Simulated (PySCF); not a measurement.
B2Cl4, charge +1, doublet, geometry from GFN2-xTB (a state made from the parent by changing its charge; the spin is typed, not shown lowest). Base run: CCSD(T)/STO-3G run with PySCF.

Here is a job for PySCF.
```python
from pyscf import gto, scf, cc

mol = gto.M(
    atom='''
Cl   -1.61661384   -1.23096321    0.93274935
B    -0.92672809   -0.08648054   -0.07001120
Cl   -1.65821554    0.92536222   -1.18015171
B     0.92672809    0.08648054    0.07001120
Cl    1.81616846   -0.89455649   -0.94870065
Cl    1.45866093    1.20015748    1.19610301
''',
    basis='sto-3g',
    charge=1,
    spin=1,
    verbose=4,
)

mf = scf.UHF(mol)
mf.kernel()

mycc = cc.CCSD(mf)
mycc.kernel()
et = mycc.ccsd_t()
print('E(CCSD(T)) = %.10f' % (mycc.e_tot + et))
mf.analyze()
```

Variants of this job, named by their change:

```tsv
change	ΔE vs base (mEh)	MP2 correlation (Eh)	CC correlation without the perturbative part (Eh)	basis functions	core-seconds (rough)
base	0.000	-0.13596	-0.15344	46	10
cc.conv_tol = 1e-5	0.000	-0.13596	-0.15344	46	10
cc.iterative_damping = 0.8	0.000	-0.13596	-0.15344	46	7
method = mp2	27.011	-0.13596	-	46	0.9
frozen = 21	1.226	-0.13461	-0.15226	46	2
method = cisd	19.294	-	-	46	2
cc.conv_tol = 1e-9	0.000	-0.13596	-0.15344	46	10
cc.diis_space = 3	0.000	-0.13596	-0.15344	46	9
cart = on	0.000	-0.13596	-0.15344	46	9
cc.direct = True	0.000	-0.13596	-0.15344	46	30
```

Open shells are given as the SCF converged; they aren't shown to be the lowest states, and a large step between rows can be another state.
